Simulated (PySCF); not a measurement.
**Working out the excitation energy of Pd**

Pd [Kr] 4d10 (1S) → Pd [Kr] 4d9 5p1 (high-spin determinant). Computed with PySCF 2.14 in def2-TZVPPD with the def2 core potential (28 electrons) (6s4p3d2f1g, 56 functions), with scalar relativity through the core potential. Frozen: 4s2 4p6. Energies in hartree (1 hartree = 27.21139 eV):

```
            part   Pd (lower)   Pd (upper)
             UHF  -127.030194  -126.924976
CCSD correlation    -0.328835    -0.280463
             (T)    -0.013861    -0.009941
```

What does Hartree-Fock give?

(-126.924976) − (-127.030194) = 0.105218 hartree = 2.863 eV.

What do CCSD and CCSD(T) give?

The CCSD correlation energies differ by 0.048372 hartree = 1.316 eV and the triples by 0.003920 hartree = 0.107 eV, so CCSD gives 4.179 eV and CCSD(T) 4.286 eV.

One determinant mixes LS terms, so it does not stand for a single term.
